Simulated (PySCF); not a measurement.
# Atomic charges against the basis set

Species: C₂H₅BF₃ (charge -1).
SMILES with atom numbers: `[BH3-:1][CH2:2][C:3]([F:4])([F:5])[F:6]` (hydrogens: H7, H8, H9 on B1; H10, H11 on C2)

PBE0 throughout (PySCF), one geometry, spherical d and f functions. Geometry: PBE0-D3(BJ)/def2-SVP; no solvent, vibrations or thermal averaging. Atoms taken as equivalent share a column and are averaged.

Mulliken charges (e):

```csv
basis,functions,B1,C2,C3,F4/F5/F6,H7/H8/H9,H10/H11
STO-3G,35,-0.115,-0.256,+0.305,-0.154,-0.174,+0.026
6-31G,64,-0.023,-0.455,+0.740,-0.325,-0.173,+0.117
pcSseg-0,64,-0.112,-0.777,+0.922,-0.370,-0.106,+0.197
6-31G*,94,-0.123,-0.489,+0.900,-0.344,-0.162,+0.115
def2-SVP,109,-0.241,-0.091,+0.482,-0.234,-0.146,-0.004
cc-pVDZ,109,-0.209,-0.054,+0.436,-0.216,-0.167,-0.011
pcSseg-1,127,-0.075,-0.433,+0.733,-0.308,-0.155,+0.082
aug-cc-pVDZ,183,-2.215,+0.209,+1.482,-0.534,+0.537,-0.243
"6-311+G(2d,p)",192,-0.286,-0.355,+0.778,-0.331,-0.127,+0.119
def2-TZVP,216,-0.402,-0.276,+0.474,-0.204,-0.103,+0.063
cc-pVTZ,250,-0.305,-0.237,+0.496,-0.205,-0.142,+0.042
IGLO-III,260,-0.096,-0.347,+0.476,-0.226,-0.173,+0.083
```

IAO charges (e):

```tsv
basis	functions	B1	C2	C3	F4/F5/F6	H7/H8/H9	H10/H11
STO-3G	35	-0.382	-0.424	+0.431	-0.178	-0.096	+0.099
6-31G	64	-0.472	-0.407	+0.732	-0.298	-0.070	+0.126
pcSseg-0	64	-0.496	-0.416	+0.732	-0.293	-0.066	+0.128
6-31G*	94	-0.453	-0.402	+0.802	-0.313	-0.078	+0.114
def2-SVP	109	-0.486	-0.396	+0.800	-0.312	-0.071	+0.115
cc-pVDZ	109	-0.493	-0.400	+0.799	-0.312	-0.068	+0.117
pcSseg-1	127	-0.489	-0.404	+0.802	-0.316	-0.068	+0.121
aug-cc-pVDZ	183	-0.500	-0.410	+0.809	-0.319	-0.065	+0.126
6-311+G(2d,p)	192	-0.500	-0.412	+0.808	-0.319	-0.064	+0.127
def2-TZVP	216	-0.502	-0.413	+0.819	-0.321	-0.064	+0.126
cc-pVTZ	250	-0.501	-0.413	+0.818	-0.320	-0.065	+0.125
IGLO-III	260	-0.501	-0.413	+0.813	-0.320	-0.064	+0.127
```

Hirshfeld charges (e):

| basis | functions | B1 | C2 | C3 | F4/F5/F6 | H7/H8/H9 | H10/H11 |
| --- | --- | --- | --- | --- | --- | --- | --- |
| STO-3G | 35 | -0.183 | -0.127 | +0.241 | -0.125 | -0.173 | -0.020 |
| 6-31G | 64 | -0.201 | -0.161 | +0.247 | -0.144 | -0.158 | +0.011 |
| pcSseg-0 | 64 | -0.205 | -0.168 | +0.247 | -0.137 | -0.160 | +0.009 |
| 6-31G* | 94 | -0.202 | -0.162 | +0.236 | -0.137 | -0.159 | +0.009 |
| def2-SVP | 109 | -0.211 | -0.184 | +0.241 | -0.132 | -0.157 | +0.010 |
| cc-pVDZ | 109 | -0.205 | -0.181 | +0.232 | -0.129 | -0.159 | +0.009 |
| pcSseg-1 | 127 | -0.197 | -0.188 | +0.242 | -0.134 | -0.158 | +0.010 |
| aug-cc-pVDZ | 183 | -0.196 | -0.197 | +0.232 | -0.135 | -0.153 | +0.014 |
| 6-311+G(2d,p) | 192 | -0.194 | -0.193 | +0.231 | -0.138 | -0.154 | +0.015 |
| def2-TZVP | 216 | -0.198 | -0.190 | +0.232 | -0.135 | -0.155 | +0.014 |
| cc-pVTZ | 250 | -0.199 | -0.190 | +0.233 | -0.133 | -0.157 | +0.012 |
| IGLO-III | 260 | -0.197 | -0.195 | +0.232 | -0.136 | -0.154 | +0.014 |

Some averages cover members that differ in this geometry, most widely: H7/H8/H9, Mulliken in aug-cc-pVDZ +0.480 to +0.570; F4/F5/F6, Mulliken in 6-311+G(2d,p) -0.369 to -0.312; F4/F5/F6, Mulliken in cc-pVDZ -0.245 to -0.201; F4/F5/F6, Mulliken in def2-SVP -0.260 to -0.221 e.

Q: Which scheme is steadiest as the basis changes?

A: Largest range over the bases for any column: Hirshfeld 0.07 e, IAO 0.39 e, Mulliken 2.19 e. Hirshfeld charges move least and Mulliken charges most, counted in e. Without the minimal STO-3G basis the ranges are Hirshfeld 0.04, IAO 0.09, Mulliken 2.19 e.

Q: How much do the charges still move between the two largest bases, cc-pVTZ and IGLO-III?

A: At most, over all atoms: Mulliken 0.209 e, IAO 0.004 e, Hirshfeld 0.005 e.

Q: What do the same runs give for the total energy and the frontier levels?

A: 
```tsv
basis	energy (Eh)	HOMO (eV)	LUMO (eV)
STO-3G	-397.5691	0.92	14.38
6-31G	-403.1234	-1.96	8.04
pcSseg-0	-402.3117	-2.29	7.28
6-31G*	-403.2149	-1.87	8.28
def2-SVP	-402.9279	-2.12	6.99
cc-pVDZ	-403.2508	-2.10	7.07
pcSseg-1	-403.2054	-2.35	6.39
aug-cc-pVDZ	-403.2910	-2.48	3.24
6-311+G(2d,p)	-403.3699	-2.50	3.80
def2-TZVP	-403.4098	-2.43	5.69
cc-pVTZ	-403.3884	-2.38	6.07
IGLO-III	-403.4175	-2.49	5.01
```

Where the HOMO energy of this anion is positive, the outermost electrons may be held by the finite basis alone.
